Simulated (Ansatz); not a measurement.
SnAsH$_{7}$S, closed shell: at a first-order saddle point.

Input (in.yaml):

```yaml
crystal:
  periodic: [false, false, false]
  atoms:
    - {symbol: Sn, position_ang: [-0.746204, 0.432860, -1.073454]}
    - {symbol: S, position_ang: [-0.445420, 1.303780, 1.650997]}
    - {symbol: H, position_ang: [-0.578618, -0.505712, -2.530099]}
    - {symbol: H, position_ang: [-2.395651, 0.314825, -0.674180]}
    - {symbol: H, position_ang: [-0.047680, 1.934974, -1.463120]}
    - {symbol: H, position_ang: [0.964199, -0.093791, 1.499142]}
    - {symbol: As, position_ang: [0.893222, -1.199378, 0.352389]}
    - {symbol: H, position_ang: [0.510014, 2.172160, 1.281520]}
    - {symbol: H, position_ang: [-0.083111, -2.123335, 1.031204]}
    - {symbol: H, position_ang: [1.929249, -2.236286, -0.074300]}
basis:
  gaussian: {orbitals: def2-TZVPP}
hamiltonian: {xc: r2scan, dispersion: d4}
```

Run by:

```bash
ansatz run in.yaml --threads 8 --pin off --events-out ev --progress --plain --max-ram 19148MiB
```

What Ansatz 0.2.0 printed:

```
Functional definition: r2SCAN
  name "r2SCAN"
  cite "Furness, Kaplan, Ning, Perdew & Sun, J. Phys. Chem. Lett. 11, 8208 (2020) doi:10.1021/acs.jpclett.0c02405"
  cite "Furness, Kaplan, Ning, Perdew & Sun, J. Phys. Chem. Lett. 11, 9248 (2020) doi:10.1021/acs.jpclett.0c03077"
  parent r2scan
  parameter k0 = 0.174
  parameter k1 = 0.065
  parameter a1 = 4.9479
  exchange = r2scan_x(k0 = k0, k1 = k1, a1 = a1)
  correlation = r2scan_c
1458 factors; their error is unknown
mean field evaluation 1: about -77620.0383 eV, gradient 2.7e1 eV
mean field evaluation 2: about -77609.5041 eV, gradient 6.1e1 eV
mean field evaluation 4: about -77621.8868 eV, gradient 4.1e0 eV
mean field evaluation 8: about -77621.9178 eV, gradient 2.7e-1 eV
mean field evaluation 16: about -77621.9179 eV, gradient 1.0e-4 eV
mean field -77621.91791828 eV, -2852.5528694712 hartree, gradient 2.2e-5 eV, S^2 0.000000; 0 other end points of the search recorded, 0 dependent functions left out
reference -77621.91793351 eV, -2852.5528700307 hartree; 39, 39 occupied and 199, 199 virtual orbitals, 1458 factors
Total energy: -77621.98006162 eV, -2852.5551531968 hartree
```

The lines “mean field evaluation” count trial sets of orbitals through the whole run, from several starts and some on an approximate energy, so they need not fall steadily or lie above the final value.

The run took about 2.6 s on 8 CPU threads of an Arm Neoverse V2 (shared host).
